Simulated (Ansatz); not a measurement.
Saddle point of SiN₂H₉F, closed shell (SiH₃F ([F][SiH3]) + NH₃ + NH₃ → SiNH₅ ([NH2][SiH3]) + NH₃ + HF; bonds formed: F2–H8, H6–N9; dative contacts that become bonds: Si1–N7; bonds broken: Si1–F2, H6–N7, H8–N9), PBE0-D4/def2-TZVP structure:

| atom | x (Å) | y (Å) | z (Å) |
| --- | --- | --- | --- |
| Si1 | -0.9036 | -1.1081 | 0.2058 |
| F2 | 0.9141 | -1.2402 | -0.3479 |
| H3 | -1.1717 | -0.8008 | -1.2391 |
| H4 | -0.7361 | -2.5120 | 0.6674 |
| H5 | -2.3445 | -0.8971 | 0.6805 |
| H6 | 0.4042 | 1.1416 | -0.0447 |
| N7 | -0.2820 | 0.3084 | 1.1612 |
| H8 | 1.1847 | 0.0814 | -0.9576 |
| N9 | 1.0193 | 1.1487 | -0.9640 |
| H10 | -0.9835 | 0.6862 | 1.7834 |
| H11 | 0.5361 | 0.0652 | 1.7086 |
| H12 | 1.8709 | 1.6877 | -0.8748 |
| H13 | 0.4923 | 1.4390 | -1.7788 |

Energies are electronic, without zero-point energy. Barriers and step energies count from the start structure reached by relaxing down the imaginary mode; all methods use the PBE0-D4 structures, on which another method's saddle can fall below an end. Computed with Ansatz 0.2.0 (basis: def2-TZVPP, with def2-QZVPP for the basis limit); correlated methods freeze the cores. B3LYP uses VWN-RPA correlation. Extrapolation: Hartree–Fock as exp(−7.88 √X), correlation as X^−2.97.

```csv
method,barrier (kcal/mol),step energy (kcal/mol)
SPW92,4.66,3.65
PBE-D4,?,0.98
BLYP-D4,12.12,-0.21
r2SCAN-D4,11.68,2.47
B97M-V,15.41,4.36
PBE0-D4,12.29,1.32
B3LYP-D4,13.50,0.25
r2SCAN0-D4,13.12,2.31
BHLYP-D4,?,1.01
CAM-B3LYP-D4,13.30,0.86
wB97X-V,14.03,1.78
wB97M-V,13.96,2.45
B2PLYP,14.11,0.12
PBE-QIDH,13.43,1.46
RPA on PBE,14.94,0.83
HF,?,-1.55
MP2,13.47,0.57
CCSD,16.01,0.64
CCSD(T),14.56,0.86
```

**Question.** Fill in the withheld barriers. (Judge from chemistry; the value comes from the calculation.)

**Answer.** The calculation gives: BHLYP-D4 15.82; HF 22.43; PBE-D4 10.32 kcal/mol. Each is the energy of the saddle less that of the start structure, by the same method.

For comparison, the barrier by CCSD(T) at an estimated basis limit (MP2 extrapolated from triple and quadruple zeta, plus CCSD(T) − MP2 in triple zeta) is 14.47 kcal/mol.

No T1 diagnostic of these runs exceeds 0.011.

The step is the kind of exchange with an N–H group that builds nitride films in atomic layer and chemical vapour deposition.

Labels in which every atom is bracketed show which atoms are joined, not bond orders.

For scale, one of the runs: CCSD(T)/def2-TZVPP, 261 basis functions, launched by `ansatz run in.yaml --threads 8 --pin off --events-out ev --progress --plain --max-ram 19148MiB`. The run took 45 s on 8 CPU threads of an Intel Xeon Platinum 8488C (shared host), with 6.4 GiB of host memory at its peak.
